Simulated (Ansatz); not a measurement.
Calculated with Ansatz (gas phase, PBE0-D4/def2-TZVP geometries, no zero-point term in ΔE). CBS: MP2 limit from def2 TZ/QZ plus the TZ coupled-cluster correction, frozen cores. DFT in def2-TZVPP. B3LYP here is the variant with VWN-RPA as its local correlation; programs differ in this. For Ge, Se, Ti outer-core shells are correlated without core-valence functions, which leaves a few kJ/mol of doubt a bond. Scalar relativity is left out up to krypton. Each species was taken in one conformer, which may not be the lowest.

Reaction (redistribution): `C#[C][Ti]([OH])([F])[Cl]` + `[F][Ge]([F])([F])[SeH]` → `[OH][Ti]([F])([Cl])[SeH]` + `C#[C][Ge]([F])([F])[F]`

```json
{"level": "PBE-D4", "ΔE (kJ/mol)": "-28.6", "difference from CCSD(T)/CBS": "9.1"}
{"level": "r2SCAN-D4", "ΔE (kJ/mol)": "-32.7", "difference from CCSD(T)/CBS": "5.0"}
{"level": "PBE0-D4", "ΔE (kJ/mol)": "-31.4", "difference from CCSD(T)/CBS": "6.3"}
{"level": "B3LYP-D4", "ΔE (kJ/mol)": "-29.4", "difference from CCSD(T)/CBS": "8.3"}
{"level": "ωB97X-V", "ΔE (kJ/mol)": "-29.6", "difference from CCSD(T)/CBS": "8.1"}
{"level": "ωB97M-V", "ΔE (kJ/mol)": "-29.0", "difference from CCSD(T)/CBS": "8.7"}
{"level": "B2PLYP", "ΔE (kJ/mol)": "-39.5", "difference from CCSD(T)/CBS": "-1.8"}
{"level": "PBE", "ΔE (kJ/mol)": "-28.2", "difference from CCSD(T)/CBS": "9.5"}
{"level": "r2SCAN", "ΔE (kJ/mol)": "-32.7", "difference from CCSD(T)/CBS": "5.0"}
{"level": "PBE0", "ΔE (kJ/mol)": "-31.0", "difference from CCSD(T)/CBS": "6.7"}
{"level": "B3LYP", "ΔE (kJ/mol)": "-28.7", "difference from CCSD(T)/CBS": "9.0"}
{"level": "HF/def2-TZVPP", "ΔE (kJ/mol)": "-27.2", "difference from CCSD(T)/CBS": "10.5"}
{"level": "MP2/def2-TZVPP", "ΔE (kJ/mol)": "-47.4", "difference from CCSD(T)/CBS": "-9.7"}
{"level": "SCS-MP2/def2-TZVPP", "ΔE (kJ/mol)": "-42.5", "difference from CCSD(T)/CBS": "-4.8"}
{"level": "CCSD/def2-TZVPP", "ΔE (kJ/mol)": "-34.8", "difference from CCSD(T)/CBS": "2.9"}
{"level": "CCSD(T)/def2-TZVPP", "ΔE (kJ/mol)": "-39.7", "difference from CCSD(T)/CBS": "-2.0"}
{"level": "HF/def2-QZVPP", "ΔE (kJ/mol)": "-27.4", "difference from CCSD(T)/CBS": "10.3"}
{"level": "MP2/def2-QZVPP", "ΔE (kJ/mol)": "-46.4", "difference from CCSD(T)/CBS": "-8.7"}
{"level": "SCS-MP2/def2-QZVPP", "ΔE (kJ/mol)": "-41.8", "difference from CCSD(T)/CBS": "-4.1"}
{"level": "HF/CBS(def2)", "ΔE (kJ/mol)": "-27.4", "difference from CCSD(T)/CBS": "10.3"}
{"level": "MP2/CBS(def2)", "ΔE (kJ/mol)": "-45.5", "difference from CCSD(T)/CBS": "-7.8"}
{"level": "CCSD/CBS(def2)", "ΔE (kJ/mol)": "-32.8", "difference from CCSD(T)/CBS": "4.9"}
{"level": "CCSD(T)/CBS", "ΔE (kJ/mol)": "-37.7", "difference from CCSD(T)/CBS": "0"}
```

Largest T1 diagnostic among the species: 0.024, so the coupled-cluster value is less sure than usual.

In def2-TZVPP, CCSD(T) changes the Hartree–Fock value by −12.4 kJ/mol (the triples alone add −4.9 kJ/mol) and MP2 by −20.2 kJ/mol.

CCSD(T)/CBS has its own doubt, a few kJ/mol and more with outer-core shells, so smaller differences from it don't rank the levels.
